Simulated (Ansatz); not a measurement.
Mulliken charges of H$_{2}$Sb, SMILES `[SbH2]` radical from PBE/def2-TZVPP in Ansatz (PBE0-D4/def2-TZVP geometry).

```
atom   x (Å)   y (Å)   z (Å)  charge (e)
 Sb1   0.660  -0.346   0.316       0.154
  H2   0.047   1.244   0.163      -0.077
  H3  -0.717  -0.963  -0.492      -0.077
```

Question: By hand: the dipole of these point charges (1 e Å = 4.8032 D).

Answer: Σ q r = (0.153, -0.075, 0.074) e Å, of length 0.186 e Å = 0.89 D.

Question: How does the dipole of the full density compare? (Best estimate.)

Answer: The calculation gave: (0.055, -0.027, 0.027) e Å, 0.32 D; the point charges give 2.78 times that, at 0° from its direction.

Point charges leave out the atoms' own dipoles, such as those of lone pairs, and Mulliken's split depends on the basis, so the two needn't agree.
